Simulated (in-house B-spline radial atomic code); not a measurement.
Spin-orbit splittings of orbital energies (j = l + 1/2 less j = l - 1/2) and ratios of mean radii (lower j over upper j) along the 10-electron series, configuration [He] 2s2 2p6. Computed with a B-spline radial code for spherical atoms: Dirac-Hartree-Fock, average of the configuration, finite nuclei.

| ion | Z | splitting of 2p (eV) | radius ratio of 2p |
| --- | --- | --- | --- |
| V13+ | 23 | 7.4828 | 0.99055 |
| Cr14+ | 24 | 9.1014 | 0.98972 |
| Mn15+ | 25 | 10.972 | 0.98885 |
| Fe16+ | 26 | ? | ? |
| Co17+ | 27 | 15.572 | 0.987 |
| Ni18+ | 28 | 18.356 | 0.98601 |
| Cu19+ | 29 | ? | ? |
| Zn20+ | 30 | 25.043 | 0.98392 |
| Ga21+ | 31 | 29.01 | 0.98281 |
| Ge22+ | 32 | ? | ? |
| As23+ | 33 | 38.361 | 0.98048 |
| Se24+ | 34 | 43.82 | 0.97925 |
| Br25+ | 35 | 49.851 | 0.97799 |
| Kr26+ | 36 | 56.497 | 0.97668 |
| Rb27+ | 37 | 63.8 | 0.97533 |
| Sr28+ | 38 | 71.805 | 0.97394 |
| Zr30+ | 40 | 90.108 | 0.97103 |
| Nb31+ | 41 | 100.5 | 0.96952 |
| Mo32+ | 42 | 111.8 | 0.96796 |
| Tc33+ | 43 | 124.05 | 0.96636 |
| Ru34+ | 44 | 137.31 | 0.96471 |
| Rh35+ | 45 | 151.64 | 0.96302 |
| Pd36+ | 46 | 167.11 | 0.96129 |
| Ag37+ | 47 | 183.77 | 0.95951 |
| Cd38+ | 48 | 201.69 | 0.95769 |

Task: Fill in the row of Fe16+.

Result: splitting of 2p (eV): 13.12; radius ratio of 2p: 0.98794.

Task: Fill in the row of Cu19+.

Result: splitting of 2p (eV): 21.503; radius ratio of 2p: 0.98498.

Task: Fill in the row of Ge22+.

Result: splitting of 2p (eV): 33.437; radius ratio of 2p: 0.98166.

Task: With what power of Z does the column «splitting of 2p (eV)» change over this range?

Result: A fit of the logarithm of its size against log Z from Z = 23 to 48 has slope 4.47. An unscreened hydrogenic electron would give 4 at low Z; screening makes the apparent power larger near the neutral end, and relativity raises it again at high Z.
